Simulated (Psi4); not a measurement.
C$_{3}$H$_{3}$, doublet, geometry from GFN2-xTB. Base run: R2SCAN/3-21G (Psi4).

Psi4 was given this input:
```
memory 2 GB

molecule {
0 2
  C     0.01137253    0.00043044    0.89107543
  C     0.06264617   -0.66008582   -0.41729858
  C     0.04247067    0.66144996   -0.41767946
  H    -0.79304238   -0.01164344    1.60888743
  H     0.07098274   -1.56700412   -0.97228411
  H     0.02312338    1.56788010   -0.97318762
}

set basis 3-21g
set reference uks

energy('r2scan')
print_variables()
```

The base run was repeated with changes; each row names its change, and settings that it needs were set with it.

| change | ΔE vs base (mEh) | point group used | SCF cycles |
|---|---|---|---|
| base | 0.000 | c1 | 8 |
| molecule keys = no_reorient | 0.000 | c1 | 8 |
| molecule keys = symmetry c1 | 0.000 | c1 | 8 |
| jitter_ang = 0.002 | 0.071 | c1 | 9 |
| molecule keys = symmetry c1, no_reorient, no_com | 0.000 | c1 | 8 |

Open shells are given as the SCF converged; they aren't shown to be the lowest states, and a large step between rows can be another state.
